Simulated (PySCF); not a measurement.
**Working out the excitation energy of Be**

Be [He] 2s2 (1S) → Be [He] 2p2 (3P). Calculation: PySCF 2.14, in aug-cc-pVDZ; the non-relativistic Hamiltonian (point nucleus). Frozen: 1s2. Energies in hartree (1 hartree = 27.21139 eV):

| part | Be (lower) | Be (upper) |
| --- | --- | --- |
| UHF | -14.572380 | -14.334634 |
| CCSD correlation | -0.044522 | -0.008283 |
| (T) | 0.000000 | 0.000000 |

Question: What does Hartree-Fock give?

Answer: (-14.334634) − (-14.572380) = 0.237746 hartree = 6.469 eV.

Question: What do CCSD and CCSD(T) give?

Answer: The CCSD correlation energies differ by 0.036239 hartree = 0.986 eV and the triples by 0.000000 hartree = 0.000 eV, so CCSD gives 7.455 eV and CCSD(T) 7.455 eV.

Measured between the centres of the two terms (NIST): 7.401 eV, so CCSD(T) (valence) is off by 0.054 eV.

A double-zeta basis recovers only part of the correlation energy.

What remains against the reference includes basis incompleteness, the frozen core and higher excitations.
